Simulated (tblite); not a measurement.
Species: C8H16N2.
Cartesian coordinates in Å at the GFN2-xTB level; atoms count from 1:
```xyz
26
C8H16N2 angstrom
C      2.761    0.345   -0.054
C      2.084    0.578   -1.161
C      0.588    0.714   -1.248
N     -0.100    0.495    0.004
N     -0.268    1.456    0.894
C      0.285    2.595    0.842
C     -0.899   -0.715    0.204
C     -2.190   -0.637   -0.625
C     -0.082   -1.949   -0.194
C     -1.261   -0.824    1.686
H      2.268    0.235    0.898
H      3.834    0.261   -0.049
H      2.594    0.698   -2.109
H      0.211    0.016   -1.998
H      0.349    1.726   -1.612
H      0.056    3.267    1.652
H      0.968    2.955    0.076
H     -1.973   -0.541   -1.687
H     -2.776    0.224   -0.313
H     -2.784   -1.535   -0.479
H      0.075   -2.009   -1.267
H      0.889   -1.929    0.294
H     -0.607   -2.848    0.117
H     -1.847   -1.724    1.854
H     -0.360   -0.871    2.290
H     -1.837    0.040    2.000
```

All values are computed: GFN2-xTB (tblite) harmonic vibrations without scaling, gas phase. Errors from tens to a few hundred cm⁻¹ against measured bands are possible. One conformer, not necessarily the lowest.

Harmonic wavenumbers (cm⁻¹): 28.1, 62.6, 96.4, 105.3, 156.1, 198.9, 213.2, 233.2, 247.3, 284.0, 314.6, 347.6, 382.4, 386.7, 445.0, 469.1, 531.5, 557.4, 588.1, 719.3, 756.3, 843.7, 864.8, 896.2, 939.4, 946.2, 952.2, 955.4, 962.5, 1024.4, 1028.4, 1031.0, 1050.5, 1110.6, 1127.2, 1202.6, 1225.1, 1231.1, 1274.2, 1284.2, 1297.5, 1317.3, 1396.9, 1401.0, 1408.8, 1417.6, 1428.1, 1459.2, 1474.8, 1486.7, 1489.4, 1497.3, 1506.0, 1508.8, 1698.0, 1720.7, 2859.0, 2951.9, 2963.3, 3028.7, 3037.8, 3039.6, 3042.2, 3044.8, 3045.3, 3048.8, 3051.0, 3053.6, 3072.4, 3106.9, 3107.2, 3130.8.

A = 1744, B = 1118, C = 909.9 MHz; mass 140.131 u (most abundant isotopes); point group C1, symmetry number 1.

Problem. Zero-point energy?

Solution. Half the sum of the wavenumbers: 49582 cm⁻¹ = 141.76 kcal/mol.

Problem. Give the ideal-gas entropy at 298.15 K and 1 bar in the rigid-rotor, harmonic-oscillator model (classical rotation).

Solution. Translation 40.75, rotation 29.58, vibration 39.20: S = 109.5 cal/(mol K).

Problem. And Cp and H(298.15 K) − H(0)?

Solution. Cp = 48.44 cal/(mol K), of which vibrations give 40.49 (their classical limit is 72 R = 143.1); H(298.15 K) − H(0) = 8.50 kcal/mol without the zero-point energy, 6.13 from vibrations.

Problem. What must be added to the electronic energy to get the Gibbs energy at 298.15 K and 1 bar?

Solution. ZPE + [H(298.15 K) − H(0)] − T·S = 141.76 + 8.50 − 32.66 = 117.60 kcal/mol.

Problem. Which modes carry the vibrational entropy at 298.15 K?

Solution. 28.1 cm⁻¹: 5.96; 62.6 cm⁻¹: 4.37; 96.4 cm⁻¹: 3.53; 105.3 cm⁻¹: 3.35; 156.1 cm⁻¹: 2.60; 198.9 cm⁻¹: 2.14 cal/(mol K); the other 66 give 17.25 together.

Problem. Blend soft modes into free rotors: weight 1/[1 + (100 cm⁻¹/ν̃)⁴] for the oscillator and the rest for a rotor with moment μB/(μ + B), μ = h/(8π²ν), B = 10⁻⁴⁴ kg m². What vibrational entropy results?

Solution. 35.88 cal/(mol K) in place of 39.20, which changes −T·S at 298.15 K by +0.99 kcal/mol.

Hindered rotation and anharmonicity are outside this model. Other conformers, if any are populated, would add a mixing term that is left out. The structure is chiral; the term R ln 2 for an equal mix with its mirror image is left out.
